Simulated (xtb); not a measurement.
I₂Zn, charge +1, doublet, geometry from GFN2-xTB (such geometries of metal compounds can be far from the true shape) (a state made from the parent by changing its charge; the spin is typed, not shown lowest), atoms displaced at random by about 0.05 Å a coordinate; GFN2-xTB run with xtb.

xtb was given this input:
```
$ xtb mol.xyz --gfn 2 --chrg 1 --uhf 1 --opt sloppy --json

# file mol.xyz
3

Zn    -0.10346282    -0.02709641     0.03261312
I     -0.02965527     0.00323190    -2.58439253
I      0.00545213    -0.05710319     2.53792155
```

Write the output that xtb gives for this input, abridged.


```
   ID    Z sym.   atoms
    1   30 Zn     1
    2   53 I      2, 3

           -------------------------------------------------
          |                Calculation Setup                |
           -------------------------------------------------

           -------------------------------------------------
          |                 G F N 2 - x T B                 |
           -------------------------------------------------

          ...................................................
          :                      SETUP                      :
          :.................................................:
          :  # basis functions                  24          :
          :  # atomic orbitals                  22          :
          :  # shells                            8          :
          :  # electrons                        15          :
          :  max. iterations                   250          :
          :  Hamiltonian                  GFN2-xTB          :
          :  restarted?                      false          :
          :  GBSA solvation                  false          :
          :  PC potential                    false          :
          :  electronic temp.          300.0000000     K    :
          :  accuracy                    1.0000000          :
          :  -> integral cutoff          0.2500000E+02      :
          :  -> integral neglect         0.1000000E-07      :
          :  -> SCF convergence          0.1000000E-05 Eh   :
          :  -> wf. convergence          0.1000000E-03 e    :
          :  Broyden damping             0.4000000          :
          :  net charge                          1          :
          :  unpaired electrons                  1          :
          ...................................................

 iter      E             dE          RMSdq      gap      omega  full diag
   1     -7.6870039 -0.768700E+01  0.266E+01    4.06       0.0  T
   2     -7.6274295  0.595743E-01  0.775E+00    4.96       1.0  T
   3     -7.3569070  0.270523E+00  0.181E+01    2.84       1.0  T
   4     -7.6669926 -0.310086E+00  0.105E+01    3.62       1.0  T
   5     -7.6415574  0.254352E-01  0.857E+00    3.60       1.0  T
   6     -7.6957838 -0.542264E-01  0.731E+00    3.73       1.0  T
   7     -7.6834403  0.123434E-01  0.620E+00    4.09       1.0  T
   8     -7.6990530 -0.156127E-01  0.462E+00    4.02       1.0  T
   9     -7.7076168 -0.856383E-02  0.434E+00    4.03       1.0  T
  10     -7.7230324 -0.154155E-01  0.283E+00    4.05       1.0  T
  11     -7.7300745 -0.704212E-02  0.151E+00    4.06       1.0  T
  12     -7.7323160 -0.224152E-02  0.539E-01    4.07       1.0  T
  13     -7.7325940 -0.277985E-03  0.178E-01    4.07       1.0  T
  14     -7.7326046 -0.106295E-04  0.180E-01    4.08       1.0  T
  15     -7.7326288 -0.241632E-04  0.897E-02    4.08       1.0  T
  16     -7.7326322 -0.345765E-05  0.575E-02    4.08       1.0  T
  17     -7.7326353 -0.303141E-05  0.432E-03    4.08      13.4  T
  18     -7.7326353  0.136546E-07  0.389E-03    4.08      14.8  T
  19     -7.7326353 -0.184973E-07  0.561E-04    4.08     102.9  T
  20     -7.7326353 -0.226971E-09  0.117E-04    4.08     493.7  T

   *** convergence criteria satisfied after 20 iterations ***

         :::::::::::::::::::::::::::::::::::::::::::::::::::::
         ::                     SUMMARY                     ::
         :::::::::::::::::::::::::::::::::::::::::::::::::::::
         :: total energy              -7.726839319118 Eh    ::
         :: gradient norm              0.010367366098 Eh/a0 ::
         :: HOMO-LUMO gap              4.075598947005 eV    ::
         ::.................................................::
         :: SCC energy                -7.732635554886 Eh    ::
         :: -> isotropic ES            0.164498168898 Eh    ::
         :: -> anisotropic ES          0.006186785084 Eh    ::
         :: -> anisotropic XC         -0.007375370489 Eh    ::
         :: -> dispersion             -0.002247911290 Eh    ::
         :: repulsion energy           0.005796235768 Eh    ::
         :: add. restraining           0.000000000000 Eh    ::
         :: total charge               1.000000000000 e     ::
         :::::::::::::::::::::::::::::::::::::::::::::::::::::

      -----------------------------------------------------------
     |                   =====================                   |
     |                        A N C O P T                        |
     |                   =====================                   |
     |               Approximate Normal Coordinate               |
     |                Rational Function Optimizer                |
      -----------------------------------------------------------
      -----------------------------------------------------------
     |                   =====================                   |
     |                        A N C O P T                        |
     |                   =====================                   |
     |               Approximate Normal Coordinate               |
     |                Rational Function Optimizer                |
      -----------------------------------------------------------

          ...................................................
          :                      SETUP                      :
          :.................................................:
          :   optimization level            sloppy          :
          :   max. optcycles                   200          :
          :   ANC micro-cycles                  20          :
          :   degrees of freedom                 3          :
          :.................................................:
          :   RF solver                   davidson          :
          :   write xtbopt.log                true          :
          :   linear?                        false          :
          :   energy convergence         0.1000000E-03 Eh   :
[...]
 * total energy  :    -7.7268393 Eh     change       -0.4587442E-11 Eh
 * total energy  :    -7.7268100 Eh     change        0.2936252E-04 Eh
 * total energy  :    -7.7276201 Eh     change       -0.8101635E-03 Eh
 * total energy  :    -7.7276712 Eh     change       -0.5108758E-04 Eh
   *** GEOMETRY OPTIMIZATION CONVERGED AFTER 4 ITERATIONS ***
[...]
          :  PC potential                    false          :
          :  electronic temp.          300.0000000     K    :
          :  accuracy                    1.0000000          :
          :  -> integral cutoff          0.2500000E+02      :
          :  -> integral neglect         0.1000000E-07      :
          :  -> SCF convergence          0.1000000E-05 Eh   :
          :  -> wf. convergence          0.1000000E-03 e    :
          :  Broyden damping             0.4000000          :
          :  net charge                          1          :
          :  unpaired electrons                  1          :
          ...................................................

 iter      E             dE          RMSdq      gap      omega  full diag
   1     -7.7349233 -0.773492E+01  0.129E-05    4.44       0.0  T
   2     -7.7349233  0.255946E-10  0.119E-04    4.44     483.7  T
   3     -7.7349233 -0.255964E-10  0.119E-05    4.44    4849.5  T

   *** convergence criteria satisfied after 3 iterations ***

         :::::::::::::::::::::::::::::::::::::::::::::::::::::
         ::                     SUMMARY                     ::
         :::::::::::::::::::::::::::::::::::::::::::::::::::::
         :: total energy              -7.727671207673 Eh    ::
         :: gradient norm              0.000796536992 Eh/a0 ::
         :: HOMO-LUMO gap              4.437038552215 eV    ::
         ::.................................................::
         :: SCC energy                -7.734923577072 Eh    ::
         :: -> isotropic ES            0.166172233141 Eh    ::
         :: -> anisotropic ES          0.006798055821 Eh    ::
         :: -> anisotropic XC         -0.008470470968 Eh    ::
         :: -> dispersion             -0.002284159372 Eh    ::
         :: repulsion energy           0.007252369399 Eh    ::
         :: add. restraining           0.000000000000 Eh    ::
         :: total charge               1.000000000000 e     ::
         :::::::::::::::::::::::::::::::::::::::::::::::::::::

           -------------------------------------------------
          |                Property Printout                |
           -------------------------------------------------

    * Orbital Energies and Occupations

         #    Occupation            Energy/Eh            Energy/eV
      -------------------------------------------------------------
         1        2.0000           -0.9969289             -27.1278
         2        2.0000           -0.9952073             -27.0810
         3        2.0000           -0.7763468             -21.1255
         4        2.0000           -0.6929515             -18.8562
         5        2.0000           -0.6865271             -18.6814
         6        2.0000           -0.6865246             -18.6813
         7        1.5000           -0.6756102             -18.3843
         8        1.5000           -0.6756102             -18.3843 (HOMO)
         9                         -0.5125520             -13.9472 (LUMO)
        10                         -0.3320833              -9.0364
        11                         -0.3319901              -9.0339
        12                         -0.2694153              -7.3312
        13                         -0.2691038              -7.3227
        14                         -0.2690628              -7.3216
        15                         -0.2634612              -7.1691
        16                         -0.2634612              -7.1691
        17                         -0.2630130              -7.1569
        18                         -0.2630130              -7.1569
        19                         -0.1897288              -5.1628
       ...                                ...                  ...
        22                          2.1330061              58.0420
      -------------------------------------------------------------
                  HL-Gap            0.1630582 Eh            4.4370 eV
             Fermi-level           -0.6348456 Eh          -17.2750 eV

     #   Z          covCN         q      C6AA      α(0)
     1  30 Zn       1.660     0.325   121.224    21.508
     2  53 I        0.830     0.337   347.953    32.202
     3  53 I        0.830     0.337   347.954    32.202

 Mol. C6AA /au·bohr⁶  :       2328.915772
 Mol. C8AA /au·bohr⁸  :     206335.767798
 Mol. α(0) /au        :         85.911136

Wiberg/Mayer (AO) data.
largest (>0.10) Wiberg bond orders for each atom

 ---------------------------------------------------------------------------
     #   Z sym  total        # sym  WBO       # sym  WBO       # sym  WBO
 ---------------------------------------------------------------------------
     1  30 Zn   1.947 --     3 I    0.976     2 I    0.972
     2  53 I    1.371 --     1 Zn   0.972     3 I    0.399
     3  53 I    1.375 --     1 Zn   0.976     2 I    0.399
 ---------------------------------------------------------------------------

Topologies differ in total number of bonds
Writing topology from bond orders to xtbtopo.mol

molecular dipole:
                 x           y           z       tot (Debye)
 q only:       -0.080      -0.051      -0.009
   full:       -0.122      -0.051      -0.015       0.339
molecular quadrupole (traceless):
                xx          xy          yy          xz          yz          zz
 q only:       -7.648       0.004      -7.653       0.203      -0.270      15.301
  q+dip:        0.867       0.010       0.850      -0.021       0.031      -1.717
   full:        1.621       0.010       1.604      -0.041       0.058      -3.224

optimized geometry written to: xtbopt.xyz

           -------------------------------------------------
          | TOTAL ENERGY               -7.727671207673 Eh   |
          | GRADIENT NORM               0.000796536992 Eh/α |
          | HOMO-LUMO GAP               4.437038552215 eV   |
           -------------------------------------------------

normal termination of xtb
```
